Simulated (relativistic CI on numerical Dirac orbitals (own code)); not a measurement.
A reference radial Dirac CI calculation of Nb³⁶⁺ gave the lowest total energy -2268.88112 Ha in 23 SCF steps, from this input:

```
atom Nb  Z=41  charge=36  electrons=5
nucleus A=93  rms_radius_fm=4.3240
hamiltonian dirac-coulomb  breit=on  qed=on  c_scale=1
orbitals kli  potential=per-configuration
slater_scale 1
correlation none
mixing on
grid step=0.0125 r_max=3.3
scf mixing=0.4 start=green max_iterations=150 tolerance=2e-08 node_fill=0.05
configurations
  [He] 2s2 2p
  [He] 2s 2p2
  [He] 2p3
end
```

One setting was then changed (and the iteration limit cut to 92), and the output read:

```
error: configuration [He] 2s2 2p has 5 electrons, the ion has 6
end: refused
```

Q: Which setting was changed?
A. grid step
B. end of the grid
C. Slater scale
D. charge

A: D. The charge 35. This setting is bad on purpose; its numbers may not be properties of the ion.
